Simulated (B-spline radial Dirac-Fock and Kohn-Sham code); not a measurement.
Electron momentum distribution of Dy¹¹⁺: Compton profiles

System: Dy¹¹⁺, 1s2 2s2 2p6 3s2 3p6 3d10 4s2 4p6 4d10 4f7 5s2.

Input file task.json (cfg lists n, l and occupation; rrms is the nuclear radius in fm):

```json
{"items": [{
  "Z": 66,
  "q": 11,
  "cfg": [[1, 0, 2], [2, 0, 2], [2, 1, 6], [3, 0, 2], [3, 1, 6], [3, 2, 10], [4, 0, 2], [4, 1, 6], [4, 2, 10], [4, 3, 7], [5, 0, 2]],
  "A": 164,
  "rrms": 5.2218,
  "do": ["scatter"],
  "s": [0.0, 0.05, 0.1, 0.15, 0.2, 0.25, 0.3, 0.35, 0.4, 0.45, 0.5, 0.6, 0.7, 0.8, 0.9, 1.0, 1.1, 1.2, 1.4, 1.6, 1.8, 2.0, 2.5, 3.0, 3.5, 4.0, 5.0, 6.0],
  "pz": [0, 0.1, 0.2, 0.3, 0.4, 0.5, 0.6, 0.8, 1.0, 1.2, 1.4, 1.6, 1.8, 2.0, 2.5, 3.0, 4.0, 5.0, 7.0, 10.0, 15.0, 20.0, 30.0, 40.0, 60.0, 100.0],
  "hv_scatter": [1000, 2000, 5000, 10000, 17479.3, 20000, 200000, 500000]
}]}
```

Launch: `python xray_run.py task.json out`

Calculated with a radial atomic solver, using the impulse approximation on relativistic Hartree-Fock (Dirac-Fock) wave functions, averaged over the configuration. pz is in atomic units of momentum; subshell profiles are per electron, for a selection of subshells; open shells are spread over both j values by their weights.

| pz | J total | J 1s1/2 | J 3p1/2 | J 3d3/2 | J 5s1/2 |
| --- | --- | --- | --- | --- | --- |
| 0.8 | 4.372 | 0.0117 | 0.0548 | 0.0377 | 0.236 |
| 1 | 4.218 | 0.0117 | 0.0548 | 0.0377 | 0.175 |
| 1.2 | 4.075 | 0.0117 | 0.0548 | 0.0377 | 0.124 |
| 1.4 | 3.949 | 0.0117 | 0.0548 | 0.0377 | 0.0863 |
| 1.6 | 3.841 | 0.0117 | 0.0547 | 0.0377 | 0.0619 |
| 1.8 | 3.745 | 0.0117 | 0.0546 | 0.0377 | 0.0486 |
| 2 | 3.653 | 0.0117 | 0.0545 | 0.0377 | 0.0428 |
| 2.5 | 3.402 | 0.0117 | 0.0540 | 0.0377 | 0.0411 |
| 3 | 3.089 | 0.0117 | 0.0533 | 0.0376 | 0.0364 |
| 4 | 2.381 | 0.0116 | 0.0505 | 0.0374 | 0.0156 |
| 5 | 1.785 | 0.0116 | 0.0462 | 0.0368 | 0.00552 |
| 7 | 1.099 | 0.0114 | 0.0338 | 0.0340 | 0.00406 |
| 10 | 0.6557 | 0.0110 | 0.0155 | 0.0258 | 0.00123 |
| 15 | 0.3199 | 0.0102 | 0.00307 | 0.0117 | 0.000364 |
| 20 | 0.1718 | 0.00926 | 0.00197 | 0.00433 | 0.000230 |
| 30 | 0.06232 | 0.00708 | 0.00140 | 0.000571 | 2.33e-05 |
| 40 | 0.02810 | 0.00509 | 0.000601 | 9.16e-05 | 1.10e-05 |
| 60 | 0.008457 | 0.00239 | 9.90e-05 | 4.66e-06 | 7.23e-06 |
| 100 | 0.001483 | 0.000541 | 6.22e-06 | < 1e-6 | 1.34e-06 |

Q: What is the peak value J(0), and which subshell contributes most to it?

A: J(0) = 4.774. The 5s1/2 subshell gives the largest part, 17 %.

Mean momentum ⟨p⟩ by subshell (a.u.): 1s1/2 65.4, 2s1/2 23.3, 2p1/2 30.9, 2p3/2 28.2, 3s1/2 11.7, 3p1/2 14.0, 3p3/2 13.2, 3d3/2 15.8, 3d5/2 15.5, 4s1/2 5.96, 4p1/2 6.65, 4p3/2 6.32, 4d3/2 6.89, 4d5/2 6.77, 4f5/2 6.71, 4f7/2 6.66, 5s1/2 2.86.
